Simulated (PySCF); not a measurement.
Bi²⁺: excitation energy

Bi²⁺ [Xe] 4f14 5d10 6s2 6p1 (2P) → Bi²⁺ [Xe] 4f14 5d10 6s2 6d1 (2D), as a difference of total energies. Calculation: PySCF 2.14, in aug-cc-pVTZ-PP with one added diffuse shell each of d, f type with ECP60MDF (6s5p5d3f, 67 functions); a scalar-relativistic core potential. Correlated levels: valence: 5s2 5p6 5d10 frozen. The calculations carry no spin-orbit coupling.

```tsv
method	excitation energy (eV)
UHF	10.975
LDA	10.589
PBE	10.309
PBE0	10.578
r2SCAN	10.678
B97-3	10.518
MN15	10.960
wB97M-V	10.853
PW91	10.361
MP2 (valence)	10.776
SCS-MP2 (valence)	10.787
```

Problem. How much does correlation contribute at MP2 (valence)?

Solution. 10.776 − (10.975) = -0.199 eV, measured against UHF.

The promoted electron is Rydberg-like, and one or two diffuse shells describe it only roughly, which tends to raise the upper state.
